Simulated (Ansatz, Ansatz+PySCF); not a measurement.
```xyz
5

C     0.5243    0.6969    0.7017
Cl   -0.3072   -0.4084   -0.4112
H     1.4302    1.0809    0.2165
H    -0.1464    1.5291    0.9493
H     0.7937    0.1518    1.6148
```

Basis set: def2-SVP (spherical functions). Frozen core: 6 orbitals. Charge 0, multiplicity 3.

Computed with Ansatz (development build ahead of 0.2.0); each method stands on the lowest determinant of its kind that the runs found.

**Question.** Give the atomization energy at this shape (free ground-state atoms in the same class of orbitals less the molecule, no zero-point energy) of triplet CH3Cl by PBE0 (unrestricted), UHF-CCSD(T), UHF-MP2, UHF.

**Answer.**

```
             method  atomization energy
PBE0 (unrestricted)             9.93 eV
        UHF-CCSD(T)             8.75 eV
            UHF-MP2             8.65 eV
                UHF             5.68 eV
```

Caution: another spin multiplicity may lie lower; the determinant breaks the point group.
